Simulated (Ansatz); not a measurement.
H3NOSSiZn, SMILES `O[SiH]1[NH][Zn][S]1`. Total charge 0; spin multiplicity 1.

| atom | x (Å) | y (Å) | z (Å) |
| --- | --- | --- | --- |
| O1 | 1.2344 | -0.9691 | 0.8737 |
| Si2 | 0.2116 | 0.2412 | 0.4428 |
| N3 | -0.0829 | 0.4302 | -1.2430 |
| Zn4 | -1.9115 | 0.1929 | -1.0192 |
| S5 | -1.8267 | -0.1102 | 1.1554 |
| H6 | 0.9728 | -1.8576 | 0.6244 |
| H7 | 0.8036 | 1.4196 | 1.1136 |
| H8 | 0.5988 | 0.6530 | -1.9477 |

(1) What are the harmonic wavenumbers in cm⁻¹ at PBE0-D4/def2-TZVP (Ansatz, finite differences of forces, unscaled)? (Estimate.)

(2) Is this a minimum?

(3) Give the ideal-gas thermochemistry at 298.15 K and 1 bar (rigid rotor, harmonic oscillator; point group C1, symmetry number 1).

(4) Rotational constants (cm⁻¹)?

Answers

(1) Computed: 98, 172, 253, 288, 330, 342, 389, 481, 620, 743, 799, 813, 898, 920, 947, 2247, 3670, 3908.

(2) Yes, all 18 modes are real.

(3) Zero-point energy 107.2 kJ/mol; H(298) − E = 127.9 kJ/mol; entropy 350.8 J/(mol·K), of which translation 172.0, rotation 117.1, vibration 61.6; G(298) − E = 23.3 kJ/mol. Modes under 100 cm⁻¹ are hindered rotations or soft bends, so the harmonic entropy is rough.

(4) 0.1236, 0.06006, 0.04415.
